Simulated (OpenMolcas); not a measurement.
A calculation on Co II.

```yaml
Program: OpenMolcas 26.06
Method: "SS-RASPT2, IPEA 0.25 Eh, imaginary shift 0.1 Eh (closed shells correlated: 3s 3p)"
Basis: ANO-RCC-VTZP [6s5p3d2f1g]
Scalar_Hamiltonian: DKH2, point nucleus
Active_space: 8 electrons in 9 orbitals (RAS2 3d 4s; RAS3 4p, at most 2 electrons)
State_averaging: 2S+1 = 3 even, 55 roots; 2S+1 = 5 even, 10 roots kept (CI in the orbitals of an earlier block); 2S+1 = 1 even, 49 roots kept (CI in the orbitals of an earlier block); 2S+1 = 3 odd, 21 roots; 2S+1 = 5 odd, 22 roots kept (CI in the orbitals of an earlier block); 2S+1 = 1 odd, 9 roots kept (CI in the orbitals of an earlier block, 0 in the spin-orbit step)
Spin-orbit_coupling: state interaction with AMFI integrals over the reference wave functions, term energies averaged over their components
```

**Question.** Which level of the active space comes out lowest?

**Answer.** 3d⁸ ³F₄, with 100 % of that term; it is also the measured ground level.

**Question.** How high does 3d⁷ 4s ³F₂(1) lie?

**Answer.** 9800 cm⁻¹ above the lowest level.

**Question.** How high does 3d⁷ 4s ⁵F₄ lie?

**Answer.** 2230 cm⁻¹ above the lowest level; measured 4029 cm⁻¹ above the ground level, so the calculation is off by -45 %.

**Question.** How high does 3d⁷ 4s ⁵F₃ lie?

**Answer.** 2750 cm⁻¹ above the lowest level; measured 4561 cm⁻¹ above the ground level, so the calculation is off by -40 %.

**Question.** The level at 11550 cm⁻¹ has J = 2. What is it made of, and what is its g factor?

**Answer.** 86 % 3d⁸ ¹D₂, 12 % 3d⁸ ³P; g = 1.058, against 1.000 from Landé's formula for the pure leading term.

Measured values: NIST Handbook of Basic Atomic Spectroscopic Data.

Term energies are means over components that CASPT2 splits; among the terms shown or strongly mixed into the levels shown the widest spread is 1300 cm-1 (3d⁷ 4s ⁵F). Some high roots are left out of the spin-orbit mixing, which shifts the levels that they would mix with. Terms from blocks run as CI alone lack orbitals of their own. A single d shell beside an s shell can misplace configurations of different d count against each other. Measured partners are found by configuration, term and J. A level has none where our copy of the source lacks it or the pairing is in doubt (some pairs that miss far off the trend of their configuration count as doubtful), and it then counts in no deviation. Only configurations of the active space appear.

A number in round brackets counts repeated terms of one configuration in the order of the reference energies.
